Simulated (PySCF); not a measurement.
Constitutional and geometric isomers with formula C4H3N. Isolated molecules, 0 K electronic values unless said otherwise. Strings in code marks are SMILES. Quantity: electronic energy of isomers of C4H3N relative to `CC#CC#N`. Level 1: PBE-D3(BJ)/def2-TZVP // B3LYP-D3(BJ)/def2-TZVP (PySCF). Level 2: B3LYP-D3(BJ)/def2-TZVP (PySCF). B3LYP has the VWN-RPA correlation part, as in Gaussian.

| case | level 1 (kcal/mol) | level 2 (kcal/mol) |
|---|---|---|
| `C=C=CC#N` | 2.8 | 2.4 |
| `C#CCC#N` | 13.1 | 11.0 |
| `C=C=C=C=N` | 20.2 | 25.1 |
| `N#CC1=CC1` | 21.6 | withheld |
| `C#CC=C=N` | 24.7 | 26.1 |
| `C#CN=C=C` | 33.8 | 35.7 |
| `C#CC#CN` | 34.0 | 35.4 |
| `N=C=C1C=C1` | 52.3 | 58.7 |

Problem. Fit level 2 = a + b·x to the 7 complete rows by least squares, with x = level 1 in kcal/mol. Give a, b and the rms residual, and predict the withheld value.

Solution. Means of the 7 rows: x̄ = 25.843, ȳ = 27.771 kcal/mol. Σ(x − x̄)² = 1556.3 and Σ(x − x̄)(y − ȳ) = 1758.9, so b = 1.130 and a = ȳ − b·x̄ = -1.43 kcal/mol. The rms residual is 1.88 kcal/mol. At x = 21.6 the line gives 23.0 kcal/mol. The run for `N#CC1=CC1` gave 25.3 kcal/mol, so the line is off by 2.3 kcal/mol, within twice the rms residual.

Codes: PySCF.
